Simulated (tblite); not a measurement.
Compound: C₄H₁₀BBrN₂.
Numbering: `[CH3:1][C@@H:2]1[NH:3][B:4]([Br:5])[NH:6][C@H:7]1[CH3:8]` (hydrogens: H9, H10, H11 on C1; H12 on C2; H13 on N3; H14 on N6; H15 on C7; H16, H17, H18 on C8)

Computed with GFN2-xTB (tblite), gas phase: L-BFGS steps from a force-field or distance-geometry start until the largest atomic force falls under 0.01 eV/Å.

Step 17: E = -678.6348 eV
```
atom  x, y, z in Å  |  force x, y, z in eV/Å
C1     -1.9735   -0.1475    0.4981   -0.095  -0.026  -0.002
C2     -0.6561   -0.3571   -0.2323   -0.039   0.008   0.014
N3     -0.0591   -1.6545    0.0081    0.017  -0.053   0.081
B4      1.2707   -1.5254    0.4173    0.092  -0.091   0.023
Br5     2.4522   -2.9450    0.7615    0.081  -0.099   0.022
N6      1.5779   -0.1663    0.5272    0.019  -0.071  -0.039
C7      0.4104    0.6485    0.2602    0.020   0.094  -0.029
C8      0.6519    1.7311   -0.7785    0.051   0.120  -0.069
H9     -2.7117   -0.8813    0.1851   -0.023  -0.035   0.018
H10    -2.3538    0.8455    0.2639   -0.017  -0.052   0.094
H11    -1.8145   -0.2346    1.5729   -0.097  -0.004  -0.081
H12    -0.8093   -0.2321   -1.3150   -0.096   0.043  -0.012
H13    -0.5970   -2.4719   -0.2170   -0.013  -0.011   0.000
H14     2.4149    0.2909    0.8417    0.001   0.017  -0.003
H15     0.0735    1.1143    1.1985   -0.011   0.071   0.009
H16    -0.2649    2.2994   -0.9205    0.037  -0.005  -0.071
H17     1.4324    2.4156   -0.4602    0.065   0.026   0.038
H18     0.9473    1.2768   -1.7225    0.009   0.068   0.006
```

Step 18: E = -678.6383 eV
```
atom  x, y, z in Å  |  force x, y, z in eV/Å
C1     -1.9779   -0.1519    0.4981   -0.003  -0.048  -0.035
C2     -0.6596   -0.3545   -0.2333    0.030   0.020   0.001
N3     -0.0623   -1.6532    0.0113    0.045   0.040   0.069
B4      1.2696   -1.5237    0.4168    0.047  -0.075   0.012
Br5     2.4507   -2.9432    0.7609    0.083  -0.099   0.023
N6      1.5772   -0.1642    0.5234   -0.036  -0.031  -0.037
C7      0.4086    0.6539    0.2597   -0.013  -0.013  -0.014
C8      0.6571    1.7352   -0.7794    0.054   0.034   0.012
H9     -2.7084   -0.8895    0.1822   -0.073  -0.057   0.005
H10    -2.3628    0.8389    0.2722   -0.042   0.002   0.070
H11    -1.8131   -0.2458    1.5695   -0.104  -0.003  -0.013
H12    -0.8099   -0.2296   -1.3183   -0.096   0.028   0.046
H13    -0.6056   -2.4688   -0.2047   -0.014  -0.037  -0.008
H14     2.4163    0.2962    0.8271    0.009   0.003   0.005
H15     0.0701    1.1157    1.2011    0.018   0.065  -0.041
H16    -0.2557    2.3047   -0.9282    0.002   0.029  -0.077
H17     1.4395    2.4123   -0.4534    0.075   0.065   0.024
H18     0.9573    1.2735   -1.7168    0.019   0.074  -0.042
```

Step 19: E = -678.6413 eV
```
atom  x, y, z in Å  |  force x, y, z in eV/Å
C1     -1.9815   -0.1555    0.4975    0.044  -0.054  -0.043
C2     -0.6620   -0.3524   -0.2334    0.066   0.019  -0.002
N3     -0.0644   -1.6520    0.0166    0.029   0.073   0.031
B4      1.2698   -1.5241    0.4166    0.029  -0.019   0.011
Br5     2.4516   -2.9442    0.7611    0.067  -0.079   0.018
N6      1.5773   -0.1630    0.5187   -0.106  -0.044  -0.040
C7      0.4074    0.6578    0.2585   -0.018  -0.079  -0.002
C8      0.6616    1.7393   -0.7802    0.041  -0.026   0.061
H9     -2.7073   -0.8963    0.1802   -0.092  -0.057  -0.007
H10    -2.3701    0.8344    0.2796   -0.055   0.028   0.042
H11    -1.8145   -0.2537    1.5667   -0.099  -0.010   0.044
H12    -0.8122   -0.2281   -1.3196   -0.082   0.010   0.077
H13    -0.6106   -2.4663   -0.1973   -0.003  -0.037  -0.005
H14     2.4159    0.2991    0.8177    0.050   0.014   0.021
H15     0.0688    1.1178    1.2022    0.039   0.053  -0.075
H16    -0.2491    2.3092   -0.9351   -0.002   0.048  -0.070
H17     1.4459    2.4113   -0.4480    0.061   0.078   0.006
H18     0.9646    1.2729   -1.7135    0.032   0.079  -0.068
```

Step 20: E = -678.6449 eV
```
atom  x, y, z in Å  |  force x, y, z in eV/Å
C1     -1.9861   -0.1603    0.4965    0.061  -0.042  -0.024
C2     -0.6640   -0.3502   -0.2329    0.063   0.001   0.004
N3     -0.0665   -1.6507    0.0237    0.034   0.093  -0.007
B4      1.2712   -1.5254    0.4168   -0.026   0.008  -0.001
Br5     2.4542   -2.9472    0.7617    0.035  -0.037   0.008
N6      1.5765   -0.1629    0.5123   -0.070   0.009  -0.007
C7      0.4064    0.6616    0.2565   -0.017  -0.120  -0.001
C8      0.6675    1.7446   -0.7808    0.024  -0.074   0.083
H9     -2.7079   -0.9047    0.1776   -0.085  -0.038  -0.020
H10    -2.3804    0.8294    0.2899   -0.054   0.030   0.001
H11    -1.8195   -0.2623    1.5642   -0.083  -0.025   0.092
H12    -0.8170   -0.2282   -1.3196   -0.055  -0.001   0.091
H13    -0.6153   -2.4637   -0.1901    0.008  -0.033  -0.001
H14     2.4155    0.3021    0.8087    0.030  -0.012   0.013
H15     0.0702    1.1212    1.2024    0.048   0.037  -0.100
H16    -0.2412    2.3158   -0.9455    0.016   0.052  -0.040
H17     1.4541    2.4117   -0.4415    0.023   0.070  -0.017
H18     0.9735    1.2754   -1.7115    0.048   0.081  -0.075
```

Problem. Estimate the geometry and energy of step 21. (The exact step hangs on the optimiser's Hessian estimate; all steps are aligned on step 20, rigid shifts and turns removed.)

Solution. E = -678.6479 eV, largest force 0.124 eV/Å
```
atom  x, y, z in Å  |  force x, y, z in eV/Å
C1     -1.9897   -0.1637    0.4957    0.030  -0.024   0.019
C2     -0.6649   -0.3493   -0.2313    0.026  -0.013   0.019
N3     -0.0672   -1.6495    0.0304   -0.009   0.040  -0.046
B4      1.2726   -1.5276    0.4172   -0.024   0.050   0.003
Br5     2.4576   -2.9512    0.7625   -0.002   0.008  -0.002
N6      1.5767   -0.1633    0.5069   -0.055  -0.007   0.003
C7      0.4064    0.6627    0.2541    0.004  -0.093  -0.006
C8      0.6719    1.7486   -0.7812    0.008  -0.077   0.053
H9     -2.7105   -0.9103    0.1754   -0.049  -0.005  -0.024
H10    -2.3895    0.8266    0.2984   -0.031   0.005  -0.038
H11    -1.8278   -0.2672    1.5640   -0.059  -0.043   0.100
H12    -0.8225   -0.2316   -1.3173   -0.026   0.004   0.074
H13    -0.6160   -2.4625   -0.1883    0.031  -0.003   0.013
H14     2.4141    0.3024    0.8062    0.043  -0.010   0.013
H15     0.0759    1.1243    1.2011    0.028   0.023  -0.101
H16    -0.2352    2.3220   -0.9549    0.043   0.033   0.006
H17     1.4597    2.4142   -0.4374   -0.020   0.041  -0.032
H18     0.9796    1.2816   -1.7130    0.062   0.071  -0.055
```

The energy changes by -0.0030 eV. The first-order estimate −F·Δx gives -0.0043 eV and the mean of the old and new forces, exact on a quadratic surface, -0.0030 eV. The step makes an angle of 67° with the force vector and moves no atom by more than 0.013 Å.

The cost below is that of the whole relaxation. On an Arm Neoverse N1 with one thread, no GPU, on a shared host, this took 0.91 s of wall time.
